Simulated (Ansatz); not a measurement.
Basis-set extrapolation for C3H8Si2 (`C#CC([SiH3])[SiH3]`) (PBE0-D4/def2-TZVP geometry, frozen core, Ansatz). Multiplicity 1, RHF reference.

```tsv
	def2-TZVPP	def2-QZVPP
HF	-696.125309	-696.148394
MP2 correlation	-0.729838	-0.778017
CCSD(T) correlation	-0.820793	not run
```

Energies in hartree. Use E(X) = E(∞) + A·exp(−7.88·√X) for Hartree–Fock and E(X) = E(∞) + B·X^(−2.97) for correlation, with X = 3 and 4, and add CCSD(T) minus MP2 of the smaller set to the MP2 limit.

Question: What is the CCSD(T) energy at the basis-set limit?

Answer: HF limit: -696.148394 + (-0.023085) × 0.13774 = -696.15157. MP2 limit: -0.778017 + (-0.048179) × 0.74074 = -0.81371. Higher-order term: -0.820793 − (-0.729838) = -0.09096. Total: -697.05624 hartree, 289.2 kJ/mol below CCSD(T)/def2-TZVPP.
